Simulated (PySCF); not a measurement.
Record of a relaxation.

Compound: C2H4BFO3.
SMILES with atom numbers: `[OH:1][B:2]1[O:3][CH2:4][C@@H:5]([F:6])[O:7]1` (hydrogens: H8 on O1; H9, H10 on C4; H11 on C5)

Computed by this run: PySCF 2.14.0, PBE0-D3(BJ)/def2-SVP geometry optimisation, gas phase; density fitting, grid level 1; the optimiser is geomeTRIC in internal coordinates, started from a GFN2-xTB structure with every atom displaced at random (about 0.01 Å). The frame can shift and turn from step to step; on so coarse a grid that alone can change the energy by a few meV, and forces under 0.02 eV/Å are noise.

Step 0: E = -11656.2493 eV, largest atomic force 2.110 eV/Å
```
atom  x, y, z in Å  |  force x, y, z in eV/Å
O1      2.253    0.431   -1.075   -0.719  -0.005  -0.559
B2      1.053    0.144   -0.532    0.367  -0.176   0.427
O3      0.820   -0.080    0.804    2.037   0.523  -0.164
C4     -0.487   -0.392    0.994   -2.106  -0.087  -0.080
C5     -1.148   -0.252   -0.419   -0.114   0.955   0.883
F6     -1.989    0.852   -0.425    0.446  -0.480  -0.038
O7     -0.088   -0.029   -1.271   -0.265  -0.105  -0.432
H8      2.976    0.536   -0.468    0.285  -0.003   0.505
H9     -0.608   -1.409    1.400    0.032  -0.126  -0.026
H10    -0.976    0.310    1.708    0.070  -0.195  -0.302
H11    -1.767   -1.095   -0.731   -0.032  -0.302  -0.215
```

Step 1: E = -11656.2219 eV, largest atomic force 1.657 eV/Å
```
atom  x, y, z in Å  |  force x, y, z in eV/Å
O1      2.448   -0.807    0.014   -0.303   0.283   0.553
B2      1.149   -0.414    0.013    0.230   0.093  -0.330
O3      0.623    0.700    0.627   -0.170  -0.080   0.229
C4     -0.793    0.656    0.475    0.455  -0.751   0.669
C5     -1.025   -0.460   -0.544    0.375  -1.234  -1.041
F6     -1.310    0.015   -1.789   -0.449   0.624   0.074
O7      0.194   -1.120   -0.681    0.009  -0.089   0.684
H8      2.971   -0.372    0.706   -0.214  -0.042  -0.405
H9     -1.268    0.410    1.468    0.243   0.322  -0.761
H10    -1.163    1.595    0.070   -0.202   0.403   0.033
H11    -1.798   -1.229   -0.331    0.026   0.471   0.296
```

Step 2: E = -11656.3224 eV, largest atomic force 0.464 eV/Å
```
atom  x, y, z in Å  |  force x, y, z in eV/Å
O1      2.442   -0.796    0.046   -0.107  -0.232   0.067
B2      1.142   -0.441    0.007    0.399   0.229  -0.060
O3      0.642    0.673    0.629   -0.330  -0.173   0.025
C4     -0.764    0.628    0.460    0.125   0.018   0.174
C5     -1.023   -0.482   -0.568    0.352  -0.120  -0.226
F6     -1.345    0.067   -1.778    0.047  -0.086   0.126
O7      0.188   -1.163   -0.673   -0.305   0.064   0.052
H8      2.937   -0.305    0.710   -0.033   0.085  -0.139
H9     -1.241    0.396    1.429   -0.051   0.110  -0.094
H10    -1.128    1.590    0.073   -0.101   0.003   0.070
H11    -1.824   -1.194   -0.307    0.003   0.100   0.004
```

Step 3: E = -11656.3447 eV, largest atomic force 0.289 eV/Å
```
atom  x, y, z in Å  |  force x, y, z in eV/Å
O1      2.437   -0.824    0.046   -0.065   0.011   0.060
B2      1.148   -0.441    0.027   -0.069   0.012   0.018
O3      0.624    0.656    0.662    0.057  -0.029   0.036
C4     -0.776    0.626    0.467    0.163   0.049  -0.098
C5     -1.010   -0.482   -0.569    0.131  -0.029   0.037
F6     -1.302    0.068   -1.784    0.055  -0.043  -0.013
O7      0.190   -1.174   -0.637   -0.261   0.028  -0.123
H8      2.964   -0.279    0.636    0.084   0.080  -0.004
H9     -1.283    0.404    1.417   -0.042   0.001   0.104
H10    -1.135    1.592    0.081   -0.011  -0.038   0.021
H11    -1.830   -1.171   -0.316   -0.042  -0.042  -0.038
```

Step 4: E = -11656.3503 eV, largest atomic force 0.105 eV/Å
```
atom  x, y, z in Å  |  force x, y, z in eV/Å
O1      2.430   -0.827    0.057    0.014  -0.029  -0.018
B2      1.138   -0.459    0.039    0.030  -0.015   0.044
O3      0.624    0.637    0.682   -0.019  -0.009  -0.020
C4     -0.772    0.622    0.474    0.008   0.015  -0.081
C5     -1.009   -0.483   -0.570   -0.049  -0.001   0.092
F6     -1.268    0.066   -1.791   -0.008   0.064  -0.059
O7      0.175   -1.191   -0.625    0.052   0.013   0.017
H8      2.968   -0.234    0.589    0.010   0.015   0.002
H9     -1.295    0.411    1.419   -0.001  -0.030   0.044
H10    -1.119    1.592    0.088   -0.004  -0.006  -0.016
H11    -1.846   -1.159   -0.334   -0.034  -0.017  -0.006
```

Step 5: E = -11656.3512 eV, largest atomic force 0.049 eV/Å
```
atom  x, y, z in Å  |  force x, y, z in eV/Å
O1      2.432   -0.829    0.059   -0.001  -0.001   0.009
B2      1.138   -0.462    0.046   -0.005   0.005  -0.023
O3      0.623    0.636    0.683    0.000   0.003   0.002
C4     -0.773    0.622    0.473   -0.018   0.008   0.006
C5     -1.010   -0.483   -0.569    0.003  -0.003   0.049
F6     -1.263    0.071   -1.790   -0.002   0.019  -0.028
O7      0.175   -1.192   -0.620    0.011  -0.027   0.005
H8      2.974   -0.230    0.580   -0.005  -0.003  -0.003
H9     -1.296    0.409    1.420    0.015  -0.008  -0.004
H10    -1.120    1.590    0.084    0.000   0.001   0.000
H11    -1.850   -1.158   -0.338    0.003   0.006  -0.014
```

Step 6: E = -11656.3514 eV, largest atomic force under 0.02 eV/Å
```
atom  x, y, z in Å  |  force x, y, z in eV/Å
O1      2.431   -0.830    0.060   -0.001   0.000   0.000
B2      1.138   -0.462    0.045   -0.003   0.001  -0.004
O3      0.623    0.637    0.681    0.007   0.006  -0.002
C4     -0.773    0.622    0.473   -0.010  -0.001   0.007
C5     -1.010   -0.483   -0.568    0.002  -0.005   0.013
F6     -1.261    0.072   -1.790    0.006   0.007  -0.006
O7      0.174   -1.194   -0.618   -0.006  -0.009   0.002
H8      2.973   -0.229    0.579   -0.003  -0.003   0.000
H9     -1.294    0.408    1.421    0.009  -0.003  -0.006
H10    -1.122    1.590    0.084   -0.003  -0.001   0.004
H11    -1.852   -1.158   -0.339    0.003   0.007  -0.008
```

Task: Summarise the path.

Result: The energy falls by 9.84 kJ/mol from step 0 to step 6; nine tenths of that is first reached at step 3. It rises by more than 0.2 meV at step 1. The largest force goes from 2.110 to under 0.02 eV/Å. Among the bonds O3–C4 changes most, from 1.357 to 1.411 Å; the atoms move by 0.055 Å rms after alignment.

What follows is the cost of the whole optimisation. The run took 40 s of wall time on one thread, Arm Neoverse V1 (aarch64), on a shared host, and the process peaked at 0.51 GiB of memory.
